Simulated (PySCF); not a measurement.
## TDDFT excited states: C4N4O4Sn

Sn(NCO)4, C₄N₄O₄Sn.
Bonds: Sn1–N2, Sn1–N5, Sn1–N8, Sn1–N11, N2–C3, C3–O4, N5–C6, C6–O7, N8–C9, C9–O10, N11–C12, C12–O13.

Computed, not measured: PySCF 2.14.0, density-fitted response routines, TDDFT wB97X-D/def2-SVPD, vertical, gas phase, core orbitals frozen in the response, def2 core potentials past Kr. The structure is a single PBE0-D3(BJ)/def2-SVP conformer in the gas phase; no vibrational or solvent corrections. Spin–orbit coupling is left out.

Q: What does the calculation give for the low-lying excited states?

A: 

```
state  E (eV)  E (hartree)       f  |μ| (D)  main configurations (H = HOMO, L = LUMO)
   S1    6.08       0.2236   0.017     0.85                    H→L (72%), H-1→L (12%)
   S2    6.14       0.2258   0.010     0.67                    H-1→L (67%), H→L (13%)
   S3    6.33       0.2325   0.030     1.12                  H-3→L (42%), H-2→L (34%)
   S4    6.40       0.2352   0.027     1.06     H-2→L (35%), H-3→L (24%), H-4→L (13%)
   S5    6.59       0.2420   0.045     1.34     H-4→L (54%), H-3→L (11%), H-2→L (10%)
   S6    6.73       0.2475   0.067     1.62                  H-5→L (66%), H-4→L (12%)
   S7    6.78       0.2492  0.0062     0.49                               H-7→L (67%)
   S8    6.80       0.2498   0.043     1.29                               H-6→L (72%)
   S9    7.60       0.2792  0.0007     0.15                 H→L+2 (10%), H-1→L+1 (9%)
  S10    7.60       0.2792   0.010     0.59                H-1→L+3 (13%), H→L+2 (10%)
```

Triplets (Tamm–Dancoff): T1 5.70 eV, H→L (78%); T2 5.72 eV, H-1→L (74%); T3 5.90 eV, H-2→L (55%), H-3→L (20%); T4 5.93 eV, H-3→L (46%), H-2→L (18%), H-4→L (9%).

The lowest singlet comes at 204 nm (587 kJ/mol) in the ultraviolet; it is weak; its leading configuration is HOMO→LUMO (72%). The strongest level in the table is S6 at 6.73 eV (184 nm, f = 0.067). S9/S10 lie within about 0.01 eV of each other. Löwdin shares by element: HOMO (one of a set within 0.03 eV) nitrogen 47% or more, oxygen 15% or more (atoms not listed hold the other 38%); LUMO nitrogen 39% or more, tin 25% (atoms not listed hold the other 36%). Orbital energies (eV): HOMO-3 -11.53, HOMO-2 -11.48, HOMO-1 -11.27, HOMO -11.27, LUMO -0.67, LUMO+1 0.95, LUMO+2 1.00. Of the 10 states listed, 8 reach f = 0.01 and none stays under 0.0005. Weighted by f, the mean energy of these states is 6.61 eV. All these states lie below the vertical ionisation energy of 11.42 eV (ΔSCF). The window holds the lowest 10 singlets.
